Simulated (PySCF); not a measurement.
# F: excitation energy

F [He] 2s2 2p5 (2P) → F [He] 2s1 2p6 (2S), as a difference of total energies. Calculation: PySCF 2.14, in aug-cc-pCVTZ-DK; the spin-free X2C one-electron Hamiltonian (Gaussian nucleus). Correlated levels: valence: 1s2 frozen; valence and next inner shell: nothing frozen. The calculations carry no spin-orbit coupling.

| method | excitation energy (eV) |
| --- | --- |
| UHF | 23.982 |
| PBE | 19.014 |
| PBE0 | 20.272 |
| r2SCAN | 20.732 |
| BHandHLYP | 21.370 |
| B3LYP | 19.838 |
| TPSS | 19.764 |
| MP2 (valence) | 21.994 |
| SCS-MP2 (valence) | 21.880 |
| MP2 (valence and next inner shell) | 21.918 |
| SCS-MP2 (valence and next inner shell) | 21.836 |

Estimate what M06-2X gives.

20.813 eV, closest to r2SCAN among the rows shown.

Estimate what LDA gives.

18.359 eV, closest to PBE among the rows shown.

A first-order spin-orbit estimate (lowest level to lowest level, LS coupling) adds 0.017 eV.

The upper state lies above the first ionisation limit, where it may autoionise and the basis confines it.
